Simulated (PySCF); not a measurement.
**How methods differ on the ionisation energy of Sn⁺**

Sn⁺ [Kr] 4d10 5s2 5p1 (2P) → Sn²⁺ [Kr] 4d10 5s2 (1S), as a difference of total energies. All numbers are calculated (PySCF 2.14, a scalar-relativistic core potential, in def2-TZVP with the def2 core potential (28 electrons)). Correlated levels: valence: 4s2 4p6 4d10 frozen. The calculations carry no spin-orbit coupling.

```tsv
method	ionisation energy (eV)	error (eV)
UHF	13.750	-0.532
B3LYP	14.320	+0.038
M06-2X	14.137	-0.145
MP2 (valence)	13.946	-0.336
SCS-MP2 (valence)	13.933	-0.349
CCSD (valence)	14.009	-0.273
CCSD(T) (valence)	14.027	-0.255
```

Reference: 14.282 eV (measured; NIST levels, between the centres of gravity of the two terms).

Errors of the correlated levels include the incompleteness of this basis and the frozen core.
